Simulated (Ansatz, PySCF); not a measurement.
Reaction (SMILES): [GeH3][Br] [bromogermane] -> [GeH3] (GeH3) + Br atom (the Br-Ge bond at the site shown breaks; other sites are not compared here)
Each molecule is optimised on its own at B3LYP-D3(BJ)/def2-TZVP (Ansatz, a first-principles code). Frequencies are from Ansatz or PySCF.

Quantity: bond dissociation energy (0 K, with B3LYP-D3(BJ) harmonic zero-point energies), in kcal/mol. Cores are frozen in the correlated levels unless marked. Open shells are spin-unrestricted. No spin-orbit coupling. Frozen are the shells of the preceding noble gas and the d and f shells that filled before the atom's block. No relativistic terms. CBS(X,Y): correlation extrapolated as X^-3; Hartree-Fock from the larger set.

```csv
level,program,bond dissociation energy (kcal/mol)
PBE0/def2-TZVP,Ansatz,[?]
HSE06-D3(BJ)/def2-TZVPD,Ansatz + dftd3,[?]
B2GP-PLYP-D4/def2-TZVPD,Ansatz + dftd4,84.0
B2PLYP-D3(BJ)/def2-TZVPD,Ansatz + dftd3,84.1
B2PLYP/def2-TZVPD,Ansatz,82.9
CCSD/cc-pVTZ,Ansatz,79.8
CCSD/def2-QZVPPD,Ansatz,82.5
"CCSD(T)/CBS(aug-cc-pVTZ,aug-cc-pVQZ)",Ansatz,[?]
```

Task: What belongs in the gaps?

Result: 
- PBE0/def2-TZVP, bond dissociation energy (kcal/mol): 84.4
- HSE06-D3(BJ)/def2-TZVPD, bond dissociation energy (kcal/mol): 85.5
- CCSD(T)/CBS(aug-cc-pVTZ,aug-cc-pVQZ), bond dissociation energy (kcal/mol): 86.8
